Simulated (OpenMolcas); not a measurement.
**Levels of Ne5+ by method**

```
Program             : OpenMolcas 26.06
Basis               : ANO-RCC-VTZP [4s3p2d1f]
Scalar Hamiltonian  : DKH2, point nucleus
Active space        : 3 electrons in 4 orbitals (2s 2p)
State averaging     : 2S+1 = 4 odd, 1 root; 2S+1 = 2 odd, 8 roots (3 in the spin-orbit step); 2S+1 = 4 even, 3 roots; 2S+1 = 2 even, 9 roots
Spin-orbit coupling : RASSI with atomic mean-field integrals over the reference wave functions, term energies averaged over their components
```

Methods on the same reference wave functions:
A. CASSCF
B. SS-CASPT2, IPEA 0.25 Eh, imaginary shift 0.1 Eh (closed shells correlated: 1s)
C. XMS-CASPT2, IPEA 0.25 Eh, imaginary shift 0.1 Eh (closed shells correlated: 1s)

Energies in cm-1 above 2s2 2p 2P* 1/2, the measured ground level; measured values from NIST levels in Podobedova, Fuhr, Reader and Wiese, J. Phys. Chem. Ref. Data 33, 525 (2004).

```json
{"Level": "2s2 2p 2P* 1/2", "A": "0.0", "B": "0.0", "C": "0.0", "Measured": "0.0"}
{"Level": "2s2 2p 2P* 3/2", "A": "1241", "B": "1241", "C": "1241", "Measured": "1310"}
{"Level": "2s 2p2 4P 1/2", "A": "94675", "B": "99400", "C": "99660", "Measured": ""}
{"Level": "2s 2p2 4P 3/2", "A": "95121", "B": "99850", "C": "100100", "Measured": ""}
{"Level": "2s 2p2 4P 5/2", "A": "95851", "B": "100580", "C": "100830", "Measured": ""}
{"Level": "2s 2p2 2D 3/2", "A": "185007", "B": "179640", "C": "179400", "Measured": "179021"}
{"Level": "2s 2p2 2D 5/2", "A": "185014", "B": "179650", "C": "179410", "Measured": "178992"}
{"Level": "2s 2p2 2S 1/2", "A": "235455", "B": "231780", "C": "232070", "Measured": "230853"}
{"Level": "2s 2p2 2P 1/2", "A": "260855", "B": "251080", "C": "250750", "Measured": "249292"}
{"Level": "2s 2p2 2P 3/2", "A": "261708", "B": "251930", "C": "251600", "Measured": "250112"}
```

Deviations, from unrounded energies. A percentage is the sum of absolute deviations over the sum of measured energies, with the sign that they share, or ± where signs differ.

| Against measurement | Levels | A | B | C |
| --- | --- | --- | --- | --- |
| mean absolute deviation (cm-1) | 6 | 6600 | 980 | 840 |
| fine structure of the ground term (%) | 1 | -5.3 | -5.3 | -5.3 |
| other configurations (%) | 5 | +3.7 | +0.5 | +0.5 |

C lies closest to measurement on these levels and A furthest from it. The largest miss of C in the table is 2s 2p2 2P 3/2, by +1500 cm-1. The ranking rests on the paired levels alone, and a cruder setting can come out closer through cancelling errors.

Between B and C the level of the table that moves most is 2s 2p2 2P 3/2, by 330 cm-1 (lowest in C, highest in B). Moves below CASPT2's spread within the term are not significant.

The mean deviations of B to C differ by less than CASPT2's widest spread within a term (170 cm-1), so their order carries little weight.

The lowest spin-free term lies below A's lowest term by 0.046 hartree in B, 0.048 hartree in C.

Term energies are means over components that CASPT2 splits; among the terms shown or strongly mixed into the levels shown the widest spread is 170 cm-1 (2s 2p2 2P, C). Measured partners are found by configuration, term and J. A level has none where our copy of the source lacks it or the pairing is in doubt (some pairs that miss far off the trend of their configuration count as doubtful), and it then counts in no deviation. Only configurations of the active space appear. The table leaves out levels that lie high or whose names do not pair safely across all columns.

* marks odd parity.
